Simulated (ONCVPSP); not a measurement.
## Ne: excitation energies, all-electron against ONCV

neon, optimised norm-conserving Vanderbilt (ONCV), made with ONCVPSP 4.0.1 (PBE, scalar-relativistic). Core [He], reference 2s2 2p6. Waves: 2s: rc 0.60 bohr, ncon 4, nbas 7, qcut 13.2 1/bohr, 1 projector; 2p: rc 0.90 bohr, ncon 4, nbas 8, qcut 17.2 1/bohr, 3 projectors, debl 2.5 Ha. Local part: polynomial inside 0.40 bohr (lpopt 5, dvloc0 -1 Ha). Core correction: none.

Energies are relative to the spin-unpolarised reference configuration 2s2 2p6; without spin polarisation the order of configurations can differ from experiment.

Q: Give the all-electron excitation energy and the error of the potential for: 2s2 2p5; 2s2 2p4; 2s2 2p3; 2s2 2p2.

A:

| valence configuration | charge | ΔE all-electron (eV) | error AE − PS (meV) |
| --- | --- | --- | --- |
| 2s2 2p5 | +1 | 22.475 | +1.4 |
| 2s2 2p4 | +2 | 65.743 | +25 |
| 2s2 2p3 | +3 | 133.173 | +117 |
| 2s2 2p2 | +4 | 227.802 | +378 |
